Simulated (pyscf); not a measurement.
PySCF, gas phase, ωB97X-D3(BJ)/def2-SVP geometries. MP2 and CC: frozen core, UHF for open shells. ΔMP2 is the change of the MP2 total energy from the triple- to the quadruple-zeta basis.

**Question.** cyclic H₄GaPSi (SMILES [SiH2]1[PH][GaH]1) -> H₃Si–PH–Ga [singlet]
Surface: singlet. Broken: Ga–H, Ga–Si. Formed: H–Si. Give ΔE‡ and ΔE from CCSD(T)/def2-TZVPP + ΔMP2(QZVPP), relative to the reactant's lowest minimum found.

**Answer.** ΔE‡ = 0.86 eV, ΔE = -0.89 eV. Zero-point energy shifts the barrier by -0.04 eV. It is a rearrangement, with an imaginary mode of 624i cm⁻¹. cyclic H₄GaPSi (SMILES [SiH2]1[PH][GaH]1) lies 0.32 eV over its isomer H₂P–SiH₂–Ga [singlet] (electronic energy, ωB97M-D3(BJ)/def2-TZVP). This is the saddle that the search found; another between the same sides may lie lower. The CCSD(T) − MP2 part came from Ansatz, without density fitting, on the same reference. The frozen core leaves the outer d or s,p core shells of the metals and heavy elements correlated in the MP2 and CC values, and def2-TZVPP describes them poorly, which can shift differences by a few kcal/mol. Elements up to Kr have no core potential and no relativistic terms here.
